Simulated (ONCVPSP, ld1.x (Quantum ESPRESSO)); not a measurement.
# Potentials for vanadium (V) compared

Generated with ld1.x 7.5 (TM, RRKJ, ultrasoft, PAW), atompaw 4.2 or ONCVPSP 4.0.1. The cutoff is in Ry: for ld1.x and atompaw files where the sum of valence levels is converged to 10 mRy in a Bessel basis, for ONCV files where the hardest occupied wave has 1 mHa per electron of residual kinetic energy. The error is the largest all-electron minus pseudo excitation energy over each file’s own four to seven test configurations (ionisations up to +4, promotions, holes and added fractions of an electron), all of which were solved. The labels leave out finer settings (local radius, basis sizes, second energies), which also bear on the numbers. Spin-polarised tests are not counted. The rows are a selection from randomly drawn settings: files with unsolved tests, undetermined cutoffs or missed reference levels are left out.

```tsv
potential	cutoff (Ry)	largest error (meV)	bound ghosts
ONCV, LDA (Perdew-Zunger), scalar-relativistic, rc 0.90/1.25/1.20 (spd), local smoothed, core correction yes, reference 3s2 3p6 3d2, qcut 7.5/13.9/14.5, projectors 1/2/2	279	+131	none
ONCV, PBE, scalar-relativistic, rc 1.15/1.54/1.30 (spd), local smoothed, core correction yes, reference 3s2 3p6 3d3, qcut 8.9/9.1/11.6, projectors 2/1/2	102	+22	none
ONCV, Wu-Cohen, scalar-relativistic, rc 1.50/1.45/2.20 (spd), local smoothed, core correction no, reference 3s2 3p6 3d3 4s2, qcut 10.1/12.1/8.2, projectors 2/2/2	64	-288	none
PAW, PBE, scalar-relativistic, rc 2.75/2.30/1.75/2.80 (spdf), local smoothed, core correction yes, reference 3d2 4s0 4p0	30	-647	none
PAW, PBE, scalar-relativistic, rc 1.50/1.60/1.65 (spd), local smoothed, core correction yes, reference 3s2 3p6 3d4 4s1 4p0	40	-18	none
ONCV, PBE, scalar-relativistic, rc 1.35/1.15/1.15 (spd), local d, core correction yes, reference 3s2 3p6 3d3 4s0.5, qcut 8/11.1/14.7, projectors 2/1/0	149	+49	none
```

(1) Fill in the row for V: ONCV, PBE, scalar-relativistic, rc 1.75/0.95/2.10 (spd), local smoothed, core correction yes, reference 3s2 3p6 3d3 4s2, qcut 5.5/8/8.8, projectors 2/1/3.

Answers

(1) cutoff 51 Ry, largest error +82 meV, bound ghosts: none.
